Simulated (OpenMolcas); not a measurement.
Ir5+ (d4) among equal point charges was computed by CASSCF with the d shell active (OpenMolcas, ANO-RCC-VDZP on the metal). Its lowest spin-free states, and all those of the highest spin:

```tsv
2S+1	Degeneracy	E (cm-1)
5	2	0.0
5	1	1197
5	2	2805
3	2	18900
3	1	19308
3	2	19905
3	2	20696
3	1	20766
3	1	20828
3	2	21138
3	2	22458
3	1	22735
```

Question: Is the site octahedral, tetrahedral or cube-like, axial, or of lower symmetry?

Answer: The states with 2S+1 = 5 have orbital degeneracies 2, 1, 2. There are pairs but no triples, so the site is axial: not cubic, but with a proper or improper axis of order three or more. The run had Ir5+ among 6 point charges of -0.85 e arranged as a trigonal antiprism (D3d), 2.25 Å from the ion, with a polar angle of 50.4° against the regular 54.74°.

Spin-orbit coupling mixes the spin-free states strongly: the lowest level takes only 32 % from its leading state, 5E. Without dynamic correlation the repulsion within the d shell is too large (B by tens of per cent), so at a given field states of lower spin stand too high. Point charges give a weaker field than real ligands, and real ions of this kind are as a rule low spin; the high spin found here belongs to the model. The ground term spreads over less than 5000 cm-1, several times less than with real ligands, so orbital moments are less quenched and χT lies further from the spin-only value than at real sites. This is an electrostatic model: the charges have no orbitals. No measured value stands beside these numbers.
